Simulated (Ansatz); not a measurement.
```yaml
crystal:
  periodic: [false, false, false]
  atoms:
    - {symbol: N, position_ang: [1.022857, -1.010453, -0.064816]}
    - {symbol: C, position_ang: [0.085808, -0.268287, -0.132924]}
    - {symbol: S, position_ang: [-0.096120, 1.175664, 0.727296]}
    - {symbol: I, position_ang: [-1.442535, -0.756971, -1.385781]}
    - {symbol: H, position_ang: [1.716290, -0.708913, 0.557233]}
    - {symbol: H, position_ang: [-1.245885, 1.507522, 0.254738]}
basis:
  gaussian: {orbitals: def2-TZVPP}
hamiltonian: {xc: {name: HF}}
correlation: {active_space: {window: {electrons: 6, orbitals: 2}}}
output: {forces: true}
```

```sh
$ ansatz run in.yaml --threads 2 --pin off --events-out ev --progress --plain --max-ram 4352MiB
```

Output, abridged:

```
Functional definition: HF
1270 factors; integrals over basis functions are off by at most 8.4e-4 eV
mean field evaluation 1: about -21430.2041 eV, gradient 3.7e1 eV
mean field evaluation 2: about -21430.4186 eV, gradient 3.8e1 eV
mean field evaluation 4: about -21433.7949 eV, gradient 3.9e0 eV
mean field evaluation 8: about -21433.8930 eV, gradient 7.2e-1 eV
mean field -21433.89701998 eV, -787.6811870672 hartree, gradient 9.9e-6 eV, S^2 0.000000; 0 other end points of the search recorded, 0 dependent functions left out
reference -21433.89701998 eV, -787.6811870672 hartree; 28, 28 occupied and 154, 154 virtual orbitals, 1270 factors
Error: 6 electrons in 2 orbitals form no window around the highest filled level of the reference
```

Problem. What is wrong with this run?

Solution. The active space doesn't fit the electrons. The run stopped with an error.
